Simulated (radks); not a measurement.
Isoelectronic series with 5 electrons, each ion in its NIST ground configuration. Method: Dirac Kohn-Sham, BLYP, spin-unpolarised, spherical densities, point nucleus; open shells fill j = l - 1/2 first; computed with a radial shooting solver on a logarithmic mesh with Libxc functionals. Total energies (hartree) and orbital eigenvalues (hartree):

| ion | configuration | E (hartree) | 2p1/2 | 2s1/2 |
|---|---|---|---|---|
| N2+ | [He] 2s2 2p1 | -52.95914 | -1.38078 | -1.80266 |
| Mg7+ | [He] 2s2 2p1 | -172.14807 | -8.96439 | -9.90540 |
| Cl12+ | [He] 2s2 2p1 | -360.88700 | -22.87296 | -24.33609 |
| Ti17+ | [He] 2s2 2p1 | -620.00383 | -43.17010 | -45.16480 |
| Co22+ | [He] 2s2 2p1 | -950.66171 | -69.96413 | -72.50449 |
| Ge27+ | [He] 2s2 2p1 | -1354.37882 | -103.4020 | -106.5066 |
| Rb32+ | [He] 2s2 2p1 | -1833.06228 | -143.6714 | -147.3638 |
| Mo37+ | [He] 2s2 2p1 | -2389.05364 | -191.0054 | -195.3144 |
| Ag42+ | [He] 2s2 2p1 | -3025.18820 | -245.6884 | -250.6490 |
| Te47+ | [He] 2s2 2p1 | -3744.87170 | -308.0635 | -313.7181 |
| La52+ | [He] 2s2 2p1 | -4552.1798 | -378.5436 | -384.9429 |
| Sm57+ | [He] 2s2 2p1 | -5451.9880 | -457.6240 | -464.8293 |
| Ho62+ | [He] 2s2 2p1 | -6450.1423 | -545.9007 | -553.9857 |
| Hf67+ | [He] 2s2 2p1 | -7553.6877 | -644.0934 | -653.1478 |
